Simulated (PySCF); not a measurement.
C₄H₇NSi. Atoms are numbered in the order given.

```xyz
13

C     -1.2073     2.3041     0.6302
C     -1.0893     1.1039     0.3941
C     -0.8345    -0.2608     0.0772
C     -1.7167    -1.2643     0.3304
Si     0.8631    -0.6217    -0.7214
N      2.2617    -0.1271     0.1953
H     -1.3464     3.3537     0.8463
H     -2.7000    -1.0759     0.7936
H     -1.4708    -2.3077     0.0733
H      0.9264     0.1155    -2.0292
H      0.9170    -2.1127    -0.9162
H      2.4420     0.8792     0.2580
H      2.4039    -0.5550     1.1150
```

Coordinates come from a PBE-D3(BJ)/def2-SVP optimisation. The structure was generated by enumeration, and PubChem lists no compound with its InChIKey, so it may never have been made. One conformer was computed; it need not be the lowest.

The numbers are results of PBE/def2-TZVP run with PySCF, not measurements.

The total energy comes out as -500.48030 hartree, the highest occupied level comes out as -6.02 eV and the lowest empty level comes out as -2.21 eV. The orbital gap is 3.81 eV and the dipole moment comes out as 1.22 D. The quadrupole, principal values (traceless, Buckingham form, about the centre of nuclear charge) comes out as -7.03, -0.92, 7.95 D·Å and the mean static polarisability is 85.7 bohr³ (12.70 Å³). The polarisability, principal values is 59.0, 87.2, 111.0 bohr³.
